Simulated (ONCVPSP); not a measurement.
Ranking ONCV potentials for nitrogen

All share these settings but for the change named:

- Element: N
- Generator: ONCVPSP 4.0.1
- Type: optimised norm-conserving Vanderbilt (ONCV)
- Functional: PW91
- Relativity: scalar-relativistic
- Frozen core: [He]
- Valence charge: 5
- Reference configuration: 2s1 2p4
- Partial waves: 2s: rc 0.95 bohr, ncon 3, nbas 7, qcut 8.5 1/bohr, 3 projectors, debl 1.1 Ha; 2p: rc 1.35 bohr, ncon 4, nbas 9, qcut 8.2 1/bohr, 1 projector
- Local potential: polynomial inside 0.60 bohr (lpopt 5, dvloc0 0 Ha)
- Core correction: polynomial model core, fcfact 0.45

Test errors are all-electron minus pseudo excitation energies from the reference, over 2s2 2p3; 2s2 2p2; 2s2 2p1; 2s2 2p0. None of these files shows a bound ghost.

The base gives 628.6 meV.

Of 8 variants that were run, those that failed, showed a ghost or another fault, or gave nearly equal values are left out.

(1) Rank these variants by their largest absolute test error, smallest first.
A. all radii but the core radius scaled by about 1.31 (s 1.24, p 1.78 bohr); local potential polynomial inside 0.78 bohr (lpopt 5, dvloc0 0 Ha)
B. all radii but the core radius scaled by about 1.12 (s 1.06, p 1.52 bohr); local potential polynomial inside 0.68 bohr (lpopt 5, dvloc0 0 Ha)
C. all radii but the core radius scaled by about 1.05 (s 1.00, p 1.42 bohr); local potential polynomial inside 0.64 bohr (lpopt 5, dvloc0 0 Ha)
D. all radii but the core radius scaled by about 1.19 (s 1.14, p 1.60 bohr); local potential polynomial inside 0.72 bohr (lpopt 5, dvloc0 0 Ha)

Results:

(1) C (742.9 meV), B (895.3 meV), D (1050.4 meV), A (1379.6 meV).
